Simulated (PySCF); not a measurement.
## Predicted spectroscopic data

PySCF 2.14 calculation with coordinates at the GFN2-xTB level and σ from GIAO-PBE0/pcSseg-1; one conformer, one averaged value for each set of equivalent atoms, relativity neglected, gas phase.

Scale: ¹H (31.72 ppm) and ¹³C (186.93 ppm) vs TMS (reference shieldings calculated alike). Where no couplings were computed, multiplicities follow the n + 1 count of equivalent neighbours, and m marks all less simple cases (inequivalent or close neighbours, rings, F or P nearby). Shifts are as computed. Against solution values, carbons near 30 ppm lie about +3 ppm off and those near 130 ppm about +5 ppm. Of 1211 compounds with measured shifts, 218 miss one by over three times the rms of a fit or turn the order of signals round; such compounds aren't used in these exercises.

**1.** SMILES C(=C)(C)[Si@H]1C[C@H](C#N)C1, C$_{7}$H$_{11}$NSi. ¹H NMR (500 MHz, computed): δ 6.16 (br s, 1H), 5.84 (br s, 1H), 5.33 (m, 1H), 3.07 (m, 1H), 2.14 (s, 3H), 2.05 (m, 2H), 1.86 (m, 2H). ¹³C{¹H} NMR (computed): δ 151.2 (C), 138.0 (CH2), 129.9 (C), 25.6 (CH3), 19.9 (CH2), 18.7 (CH).

**2.** `CC(C)(C)n1cc(C#N)nn1`, C$_{7}$H$_{10}$N$_{4}$. ¹H NMR (500 MHz, computed): δ 7.79 (s, 1H), 1.75 (s, 9H). ¹³C{¹H} NMR (computed): δ 134.9, 125.5, 117.8, 57.9, 31.9.

**3.** `C=NC1=C[SiH2][C@H]2C[C@@H]1C2`, C$_{7}$H$_{11}$NSi. ¹H NMR (500 MHz, computed): δ 7.50 (d, 1H), 6.84 (d, 1H), 4.60 (m, 2H), 4.39 (t, 1H), 2.71 (m, 2H), 2.60 (m, 1H), 1.85 (m, 2H), 1.82 (m, 1H). ¹³C{¹H} NMR (computed): δ 186.9, 147.6, 90.0, 41.1, 35.8, 16.5.
